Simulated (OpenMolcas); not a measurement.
How basis sets differ on CH5BN2 (SMILES B1NCN1)

The species is CH5BN2 (9 atoms), meant as a singlet with charge 0. As SMILES, `B1NCN1`. The coordinates come from a PBE0-D4/def2-TZVP relaxation.

| atom | x (Å) | y (Å) | z (Å) |
| --- | --- | --- | --- |
| B | -0.5381 | 0.9038 | -0.4242 |
| N | 0.7639 | 0.3501 | -0.6309 |
| C | 0.4301 | -0.7024 | 0.3220 |
| N | -0.8915 | -0.1162 | 0.5135 |
| H | -1.1096 | 1.8519 | -0.8646 |
| H | 1.6865 | 0.7220 | -0.7615 |
| H | 0.4200 | -1.7071 | -0.1171 |
| H | 1.0469 | -0.7041 | 1.2286 |
| H | -1.7198 | -0.6444 | 0.7170 |

Each level gives the dipole moment (D). The values are calculated.

```tsv
level	kind	program	value (D)	CPU time
HF/ANO-RCC-MB (DKH2)	Hartree–Fock	OpenMolcas	1.42	1.9 s
HF/STO-3G	Hartree–Fock	OpenMolcas	1.03	3.4 s
HF/3-21G	Hartree–Fock	OpenMolcas	1.41	4.5 s
HF/ANO-RCC-VDZ (DKH2, RICD fitting)	Hartree–Fock	OpenMolcas	1.16	3.2 s
HF/def2-SVPD	Hartree–Fock	OpenMolcas	1.11	35 s
```

The values span 1.03 to 1.42 D. Magnitudes only. Sets without polarisation functions give poor dipoles. CPU times are rough (shared hosts, several kinds of processor and program).
